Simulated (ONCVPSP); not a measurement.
**What one change does to a pseudopotential (aluminium, ONCV)**

* Element: aluminium
* Generator: ONCVPSP 4.0.1
* Type: optimised norm-conserving Vanderbilt (ONCV)
* Functional: LDA (Perdew-Zunger)
* Relativity: scalar-relativistic
* Frozen core: [Ne]
* Valence charge: 3
* Reference configuration: 3s1 3p2
* Partial waves: 3s: rc 1.75 bohr, ncon 3, nbas 6, qcut 4.2 1/bohr, 1 projector; 3p: rc 1.70 bohr, ncon 4, nbas 7, qcut 5 1/bohr, 2 projectors, debl 3.9 Ha; d scattering state at 0.44 Ha: rc 1.90 bohr, ncon 3, nbas 7, qcut 4.2 1/bohr, 2 projectors, debl 0.7 Ha
* Local potential: polynomial inside 1.10 bohr (lpopt 4, dvloc0 0 Ha)
* Core correction: Teter function, fcfact 3.75, rcfact 1.6

All-electron outer shells of the reference configuration (LDA (Perdew-Zunger), scalar-relativistic, ld1.x):

```csv
shell,level (eV),outermost node (bohr),outermost maximum (bohr)
2s,-109.28,0.17,0.50
2p,-71.48,–,0.43
3s,-8.67,0.80,2.03
3p,-3.41,0.81,2.55
```

Change: functional revPBE.

Cutoffs: the cutoffs (Ha) at which the residual kinetic energy of the hardest occupied pseudo-wave falls to 1 and 0.1 mHa per electron; they do not see the model core or the augmentation charge, which bear on the density cutoff. Errors are all-electron minus pseudo energies relative to the spin-unpolarised reference configuration.

What does the change do?

The potential gets neither clearly harder nor softer (6.2 Ha and 39 Ha → 7.8 Ha and 37 Ha); of the 4 tests that both files solve, the error grows in 3 and shrinks in 1 by more than 15 % and 0.3 meV (median size 2.0 → 5.0 meV); neither file shows a bound ghost.

```tsv
quantity	base	changed
cutoff, loose	6.2 Ha	7.8 Ha
cutoff, tight	39 Ha	37 Ha
loose cutoff by channel	s 6.2 Ha, p 3.1 Ha	s 5.9 Ha, p 7.8 Ha
bound ghosts	none	none
GHOST(+) flags under 300 eV	s at 29.1 eV	s at 28.8 eV
error for 3s2 3p1, meV [ΔE -5.16 → -5.11 eV]	-0.4	-6.1
error for 3s2 3p0, meV [ΔE 0.69 → 0.63 eV]	-1.1	+2.4
error for 3s1 3p0, meV [ΔE 20.07 → 19.79 eV]	-33	-22
error for 3s1 3p1, meV [ΔE 6.51 → 6.42 eV]	-2.9	+3.9
s: phases at 1.77 bohr within 0.05 rad from the reference energy up to (Ha; the scan ends near 5)	0.5	0.5
p: phases at 1.73 bohr within 0.05 rad from the reference energy up to (Ha; the scan ends near 5)	4.9	4.9
d: phases at 1.93 bohr within 0.05 rad from the reference energy up to (Ha; the scan ends near 5)	3.3	3.2
rms error of d²Exc/dni dnj with the model core, mHa	1.23	2.95
```

Base: The cutoffs count occupied waves only; projector 2 of the p channel, the hardest unoccupied one, needs 70 Ha at the loose tolerance. Changed file: The cutoffs count occupied waves only; projector 2 of the p channel, the hardest unoccupied one, needs 70 Ha at the loose tolerance.
